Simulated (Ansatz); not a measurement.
```xyz
12

C    -1.271    0.689   -1.562
N    -0.743    0.521   -0.433
C    -0.943   -0.733    0.233
S     0.655   -1.581    0.464
Si    1.836    0.115    1.018
H    -1.116    1.631   -2.086
H    -1.886   -0.074   -2.057
H    -1.372   -0.539    1.218
H    -1.592   -1.429   -0.315
H     3.073   -0.498    1.569
H     2.207    0.989   -0.120
H     1.153    0.908    2.071
```

Charge 0, multiplicity 1.

Problem. List the CAM-B3LYP/def2-TZVPP orbital energies in eV (the Gaussian-basis code of Ansatz). (An estimate is asked.)

Solution. The calculation gave: Occupied: -2419.47, -1801.15, -392.12, -280.57, -280.36, -217.53, -162.12, -162.02, -161.90, -145.68, -101.04, -100.99, -100.98, -28.14, -23.40, -20.32, -18.36, -16.29, -15.55, -15.24, -13.84, -12.47, -11.30, -11.08, -10.66, -9.88, -9.34, -8.26. Lowest empty: 0.27, 1.43, 1.82, 2.23, 2.67, 2.95, 3.13, 3.44.
